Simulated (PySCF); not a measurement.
This PySCF input asks for the NMR shieldings of SMILES C[Si](C)(C)C, C₄H₁₂Si; the geometry comes from GFN2-xTB.

```python
import basis_set_exchange as bse
import numpy as np
from pyscf import gto, scf
from pyscf.prop import nmr

atoms = """
C    -0.406572   -1.213421   -1.419378
Si   -0.001168   -0.000673   -0.001754
C     0.008130    1.785545   -0.675355
C    -1.319794   -0.154927    1.370252
C     1.716091   -0.415535    0.721562
H    -1.379676   -1.003559   -1.853159
H    -0.418731   -2.241638   -1.070248
H     0.327027   -1.147965   -2.217335
H     0.242457    2.501867    0.106393
H    -0.958122    2.057909   -1.089187
H     0.746490    1.907664   -1.462097
H    -2.312057    0.075313    0.994143
H    -1.350945   -1.160472    1.779082
H    -1.116988    0.525824    2.191677
H     1.746276   -1.426357    1.117085
H     2.493128   -0.336762   -0.032799
H     1.977455    0.259220    1.531210
"""
names = dict.fromkeys(["C", "Si", "H"], "3-21G")
basis = {el: gto.basis.parse(bse.get_basis(n, elements=[el], fmt="nwchem")) for el, n in names.items()}
mol = gto.M(atom=atoms, basis=basis, charge=0, verbose=0)
mf = scf.RHF(mol)
mf.conv_tol = 1e-9
mf.kernel()

calc = nmr.RHF(mf)   # GIAO
C = mf.mo_coeff
Co = C[:, mf.mo_occ > 0]
resp = mf.gen_response(singlet=True, hermi=2)
def vind(x):   # induced exchange potential for any number of trial vectors
    d = np.einsum("pi,xij,qj->xpq", C, 2 * x.reshape(-1, C.shape[1], Co.shape[1]), Co, optimize=True)
    return np.einsum("xpq,pi,qj->xij", resp(d - d.transpose(0, 2, 1)), C, Co, optimize=True).ravel()
mo1, _ = nmr.rhf.solve_mo1(calc, with_cphf=vind)
sigma = calc.kernel(mo1)
for i, s in enumerate(sigma):   # ppm
    w = np.linalg.eigvalsh((s + s.T) / 2)
    print("%2d %-2s iso %8.1f  s11 %8.1f  s22 %8.1f  s33 %8.1f" % (i, mol.atom_pure_symbol(i), w.mean(), *w))
```

Question: What are the results?

Answer: 
```
 0 C  iso    215.1  s11    213.8  s22    213.9  s33    217.5
 1 Si iso    540.0  s11    539.8  s22    540.0  s33    540.2
 2 C  iso    215.0  s11    213.8  s22    213.8  s33    217.5
 3 C  iso    215.0  s11    213.8  s22    213.8  s33    217.5
 4 C  iso    215.0  s11    213.7  s22    213.8  s33    217.5
 5 H  iso     33.9  s11     29.3  s22     31.1  s33     41.3
 6 H  iso     33.9  s11     29.2  s22     31.1  s33     41.3
 7 H  iso     33.9  s11     29.3  s22     31.1  s33     41.3
 8 H  iso     33.9  s11     29.3  s22     31.1  s33     41.3
 9 H  iso     33.9  s11     29.3  s22     31.1  s33     41.3
10 H  iso     33.9  s11     29.3  s22     31.1  s33     41.3
11 H  iso     33.9  s11     29.3  s22     31.1  s33     41.3
12 H  iso     33.9  s11     29.3  s22     31.1  s33     41.3
13 H  iso     33.9  s11     29.3  s22     31.1  s33     41.3
14 H  iso     33.9  s11     29.3  s22     31.1  s33     41.3
15 H  iso     33.9  s11     29.3  s22     31.1  s33     41.3
16 H  iso     33.9  s11     29.3  s22     31.1  s33     41.3
```

These numbers come from an equivalent density-fitted implementation of the same equations, which agrees with the script to about 0.01 ppm for H and up to a few tenths of a ppm for heavy atoms, so last digits may differ.

Size and cost of the density-fitted run: 73 basis functions, 1.5 s wall time on 1 thread of an Intel Xeon, shared host; peak memory 0.53 GiB.
